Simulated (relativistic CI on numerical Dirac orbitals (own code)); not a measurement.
Method of calculation: Dirac-Coulomb-Breit CI, separate exchange-only KLI orbitals for each configuration, a model potential for QED, unscaled Slater integrals (own radial code, finite nucleus).

The strongest absorption lines from the ground level of an ion, among the configurations computed and to levels below about 571 eV (vacuum wavelength in nm, gf): 3.9837 (0.069), 4.2554 (0.72), 4.2724 (0.94), 4.2873 (0.82), 4.3093 (0.48), 5.5140 (0.2), 5.7988 (0.55), 5.8653 (0.29).

(1) Which ion is it?
A. Ba XLII
B. Sn XXXIV
C. Pr XLIII
D. Ba XL

Results:

(1) D. Ba XL has 17 electrons and the ground level 3s2 3p5 2P°_3/2; the strongest line goes to 3s2 3p4 3d 2D_5/2. The pattern of lines fixes the number of electrons, and along that sequence the line energies rise steadily with the charge (about as its square where n changes within one kind of shell, about linearly where n is kept but much faster in heavy ions where fine structure, which grows about as Z⁴, sets the gap, and irregularly where shells cross), which fixes Z. Configurations outside the model, such as inner-shell arrays, can give stronger lines. At this charge energies of transitions that change n are usually good to better than 1 %, and those within a shell (Δn = 0) to a few per cent.

LS names give the leading component of a level, which can be under half, so a name can repeat, a term be missing and a line seem to break the LS rules.
